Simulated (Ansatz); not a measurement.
BiMe2F (C₂H₆BiF), relaxed as a singlet with RKS PBE0-D4/def2-SVP in Ansatz, starting from the GFN2-xTB geometry. Force threshold 0.02 eV/Å.

In the def2 sets Bi takes a core potential; there is no spin–orbit coupling.

Start:

```xyz
10

Bi    0.066   -0.097    1.422
C     1.082   -1.188   -0.264
H     1.808   -0.534   -0.729
H     0.326   -1.456   -0.985
H     1.573   -2.083    0.094
C    -0.704    1.469   -0.005
H    -1.456    2.079    0.474
H    -1.139    0.964   -0.853
H     0.116    2.093   -0.335
F    -1.671   -1.247    1.182
```

Task: Estimate the energy that the relaxation releases and the steps that it takes.

Result: 1.6 kcal/mol, in 14 steps; 77 s on 4 threads of Intel Xeon on a shared host. The force fell under the threshold at step 7, but the optimiser went on. No frequencies were taken in this run, so the end may be a saddle point.

Task: Does the start keep its bonding and symmetry?

Result: By distances, no bond broke or formed. The bond that changes most is Bi1–F10, from 2.10 to 2.05 Å (atoms count from 1).

Task: Predict the relaxed structure.

Result: 
```xyz
10

Bi   -0.054   -0.172    1.399
C     1.119   -1.191   -0.245
H     1.744   -0.460   -0.779
H     0.367   -1.614   -0.927
H     1.745   -1.997    0.162
C    -0.712    1.491    0.015
H    -1.274    2.257    0.568
H    -1.363    1.025   -0.738
H     0.163    1.946   -0.473
F    -1.736   -1.286    1.019
```
Bond lengths: 2 × Bi–C 2.26 Å; 1 × Bi–F 2.05 Å; 6 × C–H 1.10 Å.
